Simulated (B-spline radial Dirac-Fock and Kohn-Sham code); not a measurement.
## Form factor and incoherent scattering function of Ru¹⁰⁺

System: ruthenium as Ru¹⁰⁺, [Ar] 3d10 4s2 4p4.

Input of the calculation (task.json; shells as n, l, electrons):

```json
{"items": [{
  "Z": 44,
  "q": 10,
  "cfg": [[1, 0, 2], [2, 0, 2], [2, 1, 6], [3, 0, 2], [3, 1, 6], [3, 2, 10], [4, 0, 2], [4, 1, 4]],
  "A": 102,
  "rrms": 4.4809,
  "do": ["scatter"],
  "s": [0.0, 0.05, 0.1, 0.15, 0.2, 0.25, 0.3, 0.35, 0.4, 0.45, 0.5, 0.6, 0.7, 0.8, 0.9, 1.0, 1.1, 1.2, 1.4, 1.6, 1.8, 2.0, 2.5, 3.0, 3.5, 4.0, 5.0, 6.0],
  "pz": [0, 0.1, 0.2, 0.3, 0.4, 0.5, 0.6, 0.8, 1.0, 1.2, 1.4, 1.6, 1.8, 2.0, 2.5, 3.0, 4.0, 5.0, 7.0, 10.0, 15.0, 20.0, 30.0, 40.0, 60.0, 100.0],
  "hv_scatter": [1000, 8047.8, 10000, 17479.3, 20000, 30000, 200000, 500000]
}]}
```

Command: `python xray_run.py task.json out`

Calculated with a radial atomic solver, using relativistic Hartree-Fock (Dirac-Fock) wave functions, averaged over the configuration. f₀ is the Fourier transform of the spherical electron density, S the Waller-Hartree incoherent function, and s = sin θ/λ. The electron scattering factor follows from the Mott-Bethe formula f_e = 0.023934 Å⁻¹·(Z − f₀)/s².

```tsv
s (Å⁻¹)	f₀	S	f_e (Å)
0	34.000	0.000	–
0.05	33.819	0.193	97.467
0.1	33.290	0.747	25.633
0.15	32.450	1.593	12.286
0.2	31.358	2.638	7.565
0.25	30.080	3.789	5.331
0.3	28.687	4.969	4.072
0.35	27.247	6.127	3.273
0.4	25.812	7.236	2.721
0.45	24.425	8.284	2.314
0.5	23.111	9.271	2.000
0.6	20.742	11.072	1.546
0.7	18.703	12.677	1.236
0.8	16.918	14.124	1.013
0.9	15.315	15.450	0.848
1	13.849	16.679	0.722
1.1	12.508	17.825	0.623
1.2	11.294	18.894	0.544
1.4	9.279	20.813	0.424
1.6	7.809	22.457	0.338
1.8	6.795	23.851	0.275
2	6.104	25.025	0.227
2.5	5.048	27.241	0.149
3	4.248	28.794	0.106
3.5	3.495	29.925	0.079
4	2.837	30.750	0.062
5	1.931	31.786	0.040
6	1.468	32.377	0.028
```

f₀ starts at the number of electrons, 34, and has fallen to half at s ≈ 0.80 Å⁻¹. The sum of ⟨r²⟩ over the electrons is 9.876 bohr². For an ion f_e diverges as s goes to zero, because of the net charge.
